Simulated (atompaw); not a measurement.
**What one change does to a pseudopotential (Au, PAW (atompaw))**

```json
{
  "Element": "Au (Z = 79)",
  "Generator": "atompaw 4.2.0.5",
  "Type": "PAW",
  "Functional": "PBEsol",
  "Relativity": "scalar-relativistic",
  "Frozen core": "[Kr] 4d10 4f14",
  "Valence charge": "19",
  "Reference configuration": "5s2 5p6 5d10 6s1 6p0",
  "Partial waves": "5s (bound): rc 1.20 bohr; 6s (bound): rc 1.40 bohr; 5p (bound): rc 1.65 bohr; 6p (bound, empty): rc 2.65 bohr; 5d (bound): rc 2.65 bohr; 5d channel at -0.05 Ry: rc 2.65 bohr",
  "Local potential": "troulliermartins scheme with l = 3 at 1 Ry, radius 1.85 bohr",
  "Core correction": "smooth core density matched at 1.40 bohr",
  "Augmentation charge": "sinc compensation charge, radius 2.15 bohr; PAW radius 2.65 bohr; waves and projectors: custom polynom vanderbiltortho"
}
```

Change: local potential troulliermartins scheme with l = 3 at 1 Ry, radius 2.16 bohr.

Cutoffs: the cutoffs (Ry, on a coarse ladder) from which the occupation-weighted sum of valence levels, in a spherical-Bessel basis at the reference potential, stays within 10 and 1 mRy of its value at 400 Ry; they do not see the model core or the augmentation charge, which bear on the density cutoff.

Task: What does the change do?

Result: The potential gets neither clearly harder nor softer (45 Ry and 80 Ry → 45 Ry and 80 Ry); the range in which the p phases agree widens (upper end 0.7 → at the end of the scan); neither file shows a bound ghost.

| quantity | base | changed |
| --- | --- | --- |
| cutoff, loose | 45 Ry | 45 Ry |
| cutoff, tight | 80 Ry | 80 Ry |
| loose cutoff by channel (10 mRy a level) | s 30 Ry, p 25 Ry, d 12 Ry | s 25 Ry, p 25 Ry, d 12 Ry |
| bound ghosts | none | none |
| s: phases at 2.65 bohr within 0.05 rad from the reference energy up to (Ry; the scan ends near 5) | 4.6 | 4.3 |
| p: phases at 2.65 bohr within 0.05 rad from the reference energy up to (Ry; the scan ends near 5) | 0.7 | to the end of the scan |
| d: phases at 2.65 bohr within 0.05 rad from the reference energy up to (Ry; the scan ends near 5) | to the end of the scan | to the end of the scan |
| lowest overlap eigenvalue by channel | s 0.33, p 0.48, d 0.91 | s 0.14, p 0.53, d 0.92 |

 The cutoffs see the waves, projectors and local potential, not the compensation charge or the core.
